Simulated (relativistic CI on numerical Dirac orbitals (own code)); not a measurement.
**Nd⁺: computed level list**

Method of calculation: Dirac-Coulomb-Breit CI, orbitals from a KLI potential per configuration, QED by a radiative potential, valence Slater integrals scaled by 0.85, configuration energies shifted to the measured levels that pair with them (semi-empirical) (own radial code, finite nucleus).

CI space (outside the closed core [Xe]): 4f4 6s, 4f4 5d, 4f3 5d2, 4f4 6p, 4f3 6s 5d, 4f3 6s2, 4f3 5d 6p, 4f2 6s 5d2, 4f3 6s 6p, 4f2 6s2 5d, 4f4 6f, 4f3 6p2, 4f2 6s 7s2, 4f3 7s2, 4f2 6s2 7s. Levels of other configurations are missing.

| No. | Configuration | Term | J | E (eV) | % | Next component (%) | Landé g |
| --- | --- | --- | --- | --- | --- | --- | --- |
| 41 | 4f4(5I) 5d | 4H | 9/2 | 1.4415 | 57 | 20 6G | 1.014 |
| 42 | 4f4(5I) 5d | 4L | 13/2 | 1.4518 | 96 | 2 2K | 0.805 |
| 43 | 4f4(5I) 5d | 6H | 7/2 | 1.4685 | 78 | 14 4G | 0.838 |
| 44 | 4f4(5I) 5d | 4G | 5/2 | 1.4755 | 65 | 26 6H | 0.518 |
| 45 | 4f4(5F) 6s | 6F | 7/2 | 1.4820 | 88 | 4 4F | 1.382 |
| 46 | 4f4(5S) 6s | 6S | 5/2 | 1.5369 | 89 | 5 4P | 1.970 |
| 47 | 4f4(5F) 6s | 4F | 3/2 | 1.5505 | 88 | 5 2D | 0.432 |
| 48 | 4f3(4I°) 5d2(3F) | 6M° | 19/2 | 1.5556 | 98 | 1 4L° | 1.093 |
| 49 | 4f4(5I) 5d | 6I | 17/2 | 1.5568 | 91 | 7 4K | 1.284 |
| 50 | 4f4(5F) 6s | 6F | 9/2 | 1.5685 | 84 | 5 4G | 1.407 |
| 51 | 4f3(4I°) 6s<5I°> 5d‡ | 6L° | 11/2 | 1.5717 | 48 | 46 4f3 5d2 6L° | 0.624 |
| 52 | 4f3(4I°) 6s<5I°> 5d‡ | 6K° | 9/2 | 1.5745 | 59 | 31 4f3 5d2 6K° | 0.554 |
| 53 | 4f4(5I) 5d | 6G | 13/2 | 1.5820 | 84 | 10 4H | 1.362 |
| 54 | 4f4(5I) 5d | 6H | 9/2 | 1.5880 | 80 | 7 4H | 1.050 |
| 55 | 4f4(5I) 5d | 4H | 11/2 | 1.5929 | 43 | 17 6G | 1.130 |
| 56 | 4f3(4I°) 5d2(3F) | 6L° | 11/2 | 1.6094 | 46 | 46 4f3 6s 5d 6L° | 0.627 |
| 57 | 4f4(5I) 5d | 4L | 15/2 | 1.6175 | 95 | 2 4M | 0.965 |
| 58 | 4f4(5F) 6s | 4F | 5/2 | 1.6308 | 86 | 3 6F | 1.035 |
| 59 | 4f3(4I°) 6s<5I°> 5d‡ | 6L° | 13/2 | 1.6408 | 29 | 25 4L° | 0.829 |
| 60 | 4f3(4I°) 5d2(3F) | 6K° | 9/2 | 1.6452 | 59 | 31 4f3 6s 5d 6K° | 0.564 |
| 61 | 4f4(5I) 5d | 4K | 11/2 | 1.6479 | 78 | 6 4f4 6s 4K | 0.820 |
| 62 | 4f4(5I) 5d | 4G | 7/2 | 1.6528 | 75 | 9 6H | 0.955 |
| 63 | 4f4(3K) 6s | 4K | 11/2 | 1.6764 | 88 | 6 4f4 5d 4K | 0.773 |
| 64 | 4f3(4I°) 6s<5I°> 5d‡ | 6K° | 11/2 | 1.6770 | 56 | 22 4f3 5d2 6K° | 0.835 |
| 65 | 4f4(5F) 6s | 6F | 11/2 | 1.6896 | 88 | 6 4G | 1.438 |
| 66 | 4f4(5F) 6s | 4F | 7/2 | 1.7163 | 69 | 9 4H | 1.142 |
| 67 | 4f4(5I) 5d | 6H | 11/2 | 1.7233 | 69 | 16 4H | 1.162 |
| 68 | 4f4(5I) 5d | 4I | 9/2 | 1.7252 | 75 | 11 4H | 0.793 |
| 69 | 4f4(5S) 6s | 4S | 3/2 | 1.7273 | 88 | 5 2P | 1.951 |
| 70 | 4f4(3K) 6s | 4K | 13/2 | 1.7283 | 70 | 23 2K | 0.957 |
| 71 | 4f3(4I°) 5d2(3F) | 6L° | 13/2 | 1.7355 | 75 | 11 4f3 6s 5d 6L° | 0.859 |
| 72 | 4f3(4I°) 5d2(3F) | 6M° | 21/2 | 1.7546 | 99 | 1 4N° | 1.163 |
| 73 | 4f3(4I°) 5d2(3F) | 6K° | 11/2 | 1.7634 | 68 | 18 4f3 6s 5d 6K° | 0.840 |
| 74 | 4f4(5I) 5d | 6H | 13/2 | 1.7736 | 46 | 25 4H | 1.241 |
| 75 | 4f3(4I°) 6s<5I°> 5d‡ | 6L° | 13/2 | 1.7757 | 54 | 24 4f3 5d2 4L° | 0.834 |
| 76 | 4f3(4I°) 5d2(3F) | 6I° | 7/2 | 1.7759 | 83 | 10 4H° | 0.469 |
| 77 | 4f4(5I) 5d | 4L | 17/2 | 1.7922 | 92 | 3 4M | 1.074 |
| 78 | 4f3(4I°) 6s<5I°> 5d‡ | 6L° | 15/2 | 1.8183 | 37 | 29 4f3 5d2 6L° | 0.997 |
| 79 | 4f4(5I) 5d | 4K | 13/2 | 1.8194 | 82 | 10 6H | 1.002 |
| 80 | 4f3(4I°) 6s<5I°> 5d‡ | 6K° | 13/2 | 1.8229 | 56 | 25 4f3 5d2 6K° | 1.010 |
| 81 | 4f4(5I) 5d | 4G | 9/2 | 1.8435 | 74 | 10 4H | 1.142 |
| 82 | 4f4(3K) 6s | 4K | 15/2 | 1.8437 | 75 | 10 2K | 1.077 |
| 83 | 4f4(3H) 6s | 4H | 7/2 | 1.8576 | 52 | 19 4F | 0.861 |
| 84 | 4f4(5F) 6s | 4F | 9/2 | 1.8643 | 78 | 5 2G | 1.293 |
| 85 | 4f3(4I°) 6s<3I°> 5d‡ | 4K° | 11/2 | 1.8674 | 45 | 28 4f3 5d2 4K° | 0.787 |
| 86 | 4f4(3K) 6s | 2K | 13/2 | 1.8729 | 64 | 17 4K | 0.929 |
| 87 | 4f4(3H) 6s | 4H | 9/2 | 1.8761 | 32 | 21 2H | 1.061 |
| 88 | 4f3(4I°) 5d2(3F) | 6I° | 9/2 | 1.8779 | 80 | 5 4H° | 0.829 |
| 89 | 4f4(5I) 5d | 4H | 13/2 | 1.8851 | 40 | 35 6H | 1.212 |
| 90 | 4f3(4I°) 5d2(3F) | 6L° | 15/2 | 1.8906 | 55 | 32 4f3 6s 5d 6L° | 1.009 |
| 91 | 4f4(5I) 5d | 4I | 11/2 | 1.8969 | 69 | 17 4H | 1.005 |
| 92 | 4f3(4I°) 5d2(3F) | 6K° | 13/2 | 1.9053 | 60 | 27 4f3 6s 5d 6K° | 1.012 |
| 93 | 4f4(5I) 5d | 6H | 15/2 | 1.9443 | 94 | 4 4I | 1.326 |
| 94 | 4f4(5G) 6s | 6G | 3/2 | 1.9593 | 86 | 6 4F | 0.030 |
| 95 | 4f3(4I°) 5d2(3F) | 6M° | 23/2 | 1.9631 | 99 | 1 4N° | 1.216 |
| 96 | 4f4(5G) 6s | 6G | 5/2 | 1.9645 | 62 | 26 4G | 0.787 |
| 97 | 4f4(5I) 5d | 4L | 19/2 | 1.9760 | 88 | 4 2M | 1.154 |
| 98 | 4f3(4I°) 6s<5I°> 5d‡ | 6I° | 7/2 | 1.9779 | 70 | 17 4f4 6p 6I° | 0.464 |
| 99 | 4f4(3K) 6s | 4K | 17/2 | 1.9853 | 76 | 9 2L | 1.159 |
| 100 | 4f3(4I°) 6s<5I°> 5d‡ | 6K° | 15/2 | 1.9866 | 45 | 26 4f3 5d2 6K° | 1.097 |
| 101 | 4f4(5I) 5d | 4K | 15/2 | 1.9931 | 89 | 3 6I | 1.092 |
| 102 | 4f3(4I°) 5d2(1D) | 4L° | 15/2 | 1.9952 | 32 | 22 4f3 6s 5d 6L° | 1.005 |
| 103 | 4f3(4I°) 5d2(3F) | 6I° | 11/2 | 2.0026 | 79 | 6 4I° | 1.027 |
| 104 | 4f3(4I°) 5d2(3F) | 6L° | 17/2 | 2.0085 | 51 | 30 4f3 6s 5d 6L° | 1.107 |
| 105 | 4f4(5G) 6s | 6G | 7/2 | 2.0218 | 45 | 23 4G | 1.032 |
| 106 | 4f4(5I) 5d | 4G | 11/2 | 2.0339 | 83 | 8 4H | 1.252 |
| 107 | 4f3(4I°) 6s<5I°> 5d‡ | 6I° | 9/2 | 2.0533 | 37 | 19 4I° | 0.797 |
| 108 | 4f4(3K) 6s | 2K | 15/2 | 2.0560 | 65 | 14 2L | 1.044 |
| 109 | 4f4(5I) 5d | 4I | 13/2 | 2.0584 | 67 | 23 4H | 1.129 |
| 110 | 4f4(5F) 5d | 6H | 5/2 | 2.0628 | 91 | 7 4G | 0.314 |

Energies count from the lowest computed level; ° marks odd parity. Percentages are summed over parent terms; the parents shown are those of the largest component, closed shells are left out there, and <> holds an intermediate term. The list stops below the first level whose count of f electrons has no measured partner. ‡ marks configurations that were not tied to measured data.

The mean weight of the leading LS term, summed over parents, in these 70 levels is 70 %, and that of the leading jj configuration (from the same eigenvectors) 35 %, so LS coupling describes them better.

Configurations whose levels could be paired with our table of measured levels were shifted onto them, all but the ground configuration, by the median error of their levels; single terms can still be off by 1,000 to 2,000 cm⁻¹ or more, and rates follow the energies as ν³ (E1, M1) or ν⁵ (E2). The others borrow a shift and can be off by several thousand cm⁻¹ or more. The fine structure of a lone outer electron comes out too small, for d and f at times inverted, and misplaced configurations move strength between like terms. 45 of the 47 excited levels that our extract of the measured tables holds in this range could be paired (the sources list more); they are missed by 618 cm⁻¹ on average and 1522 at most, after the shifts were fitted to these levels, and levels without a partner can miss by more.
